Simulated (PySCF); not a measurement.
CH₃F₃OSi, SMILES O[SiH2]C(F)(F)F. Atoms are numbered in the order given.

```xyz
9

Si     1.0139    -0.6951     0.2252
O      2.0514    -0.0497    -0.8916
C     -0.7075     0.1722     0.1126
F     -1.2923     0.0199    -1.0820
F     -0.5956     1.4966     0.3312
F     -1.5525    -0.3116     1.0365
H      0.8274    -2.1256    -0.1125
H      1.4634    -0.4921     1.6321
H      2.3129     0.8700    -0.7872
```
Charge 0, spin multiplicity 1.

Geometry: PBE0-D3(BJ)/def2-SVP. One conformer was computed; it need not be the lowest.

Computed with HF/pcSseg-1 (PySCF).

GIAO shieldings, no solvent; atoms alike by connectivity are averaged. δ = σ(ref) − σ: ²⁹Si against TMS (σ = 393.8 ppm); ¹⁷O against H2O (σ = 333.0 ppm); ¹³C against TMS (σ = 192.6 ppm); ¹⁹F against CFCl3 (σ = 238.5 ppm); ¹H against TMS (σ = 31.99 ppm), references at their B3LYP-D3(BJ)/def2-TZVP geometries, non-relativistic.

| nucleus | atoms | count | δ (ppm) |
|---|---|---|---|
| ²⁹Si | Si1 | 1 | -32.5 |
| ¹⁷O | O2 | 1 | 0.6 |
| ¹³C | C3 | 1 | 117.1 |
| ¹⁹F | F4, F5, F6 | 3 | -64.5 |
| ¹H | H7, H8 | 2 | 4.67 |
| ¹H | H9 | 1 | 2.25 |
